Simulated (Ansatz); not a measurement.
Gas-phase electronic energies from Ansatz, PBE0-D4/def2-TZVP geometries. CCSD(T)/CBS is the MP2 limit (def2-TZVPP, def2-QZVPP) plus CCSD(T) − MP2 in def2-TZVPP, frozen cores. DFT in def2-TZVPP. B3LYP here is the variant with VWN-RPA as its local correlation; programs differ in this. For Ge outer-core shells are correlated without core-valence functions, which leaves a few kJ/mol of doubt a bond. Scalar relativity is left out up to krypton. One conformer a species, not always the lowest.

`O[C](F)(F)[GeH3]` + `O[SiH3]` → `[SiH3][O][GeH3]` + `OC(F)F`  (ligand exchange at a Ge–C bond)

`O[C](F)(F)[GeH3]`:

```xyz
9

O    -0.614    0.009    1.671
C     0.391    0.164    0.762
F     1.404   -0.602    1.206
F     0.838    1.458    0.792
Ge   -0.071   -0.322   -1.133
H    -1.347    0.585    1.428
H    -0.371   -1.824   -1.178
H     1.098    0.047   -2.049
H    -1.327    0.485   -1.499
```

`O[SiH3]`:

Z-matrix (Å, degrees):
```
Si
O 1 1.648
H 1 1.489 2 111.7
H 1 1.489 2 111.7 3 120.9
H 1 1.481 2 105.9 3 -119.6
H 2 0.957 1 117.9 3 -60.5
```

`[SiH3][O][GeH3]`:

Cartesian coordinates in Å:
```
Si 1.456 0.079 0.532
O 0.096 -0.695 0.065
Ge -1.491 -0.178 -0.541
H 2.022 0.887 -0.584
H 2.447 -0.941 0.954
H 1.182 1.002 1.670
H -2.285 -1.469 -0.763
H -1.280 0.595 -1.854
H -2.146 0.720 0.522
```

`OC(F)F`:

Cartesian coordinates in Å:
```
O -0.191 0.972 0.452
C -0.117 -0.313 0.059
F 1.149 -0.788 0.156
F -0.462 -0.453 -1.244
H 0.399 1.501 -0.100
H -0.780 -0.920 0.677
```

| species | B3LYP-D4 energy (Eh) |
| --- | --- |
| `O[C](F)(F)[GeH3]` | -2392.61111 |
| `O[SiH3]` | -367.23038 |
| `[SiH3][O][GeH3]` | -2445.50163 |
| `OC(F)F` | -314.37344 |

Problem. Work out ΔE.

Solution. ΔE = (-2445.50163) + (-314.37344) − (-2392.61111) − (-367.23038) = -0.03358 Eh = -21.1 kcal/mol. CCSD(T)/CBS gives -20.8 kcal/mol.

Largest T1 diagnostic among the species: 0.012.

From PBE to PBE0 (25 % exact exchange), in def2-TZVPP and without D4, ΔE moves by −2.3 kcal/mol. In def2-TZVPP, CCSD(T) changes the Hartree–Fock value by +6.4 kcal/mol (the triples alone add +0.8 kcal/mol) and MP2 by +5.7 kcal/mol.
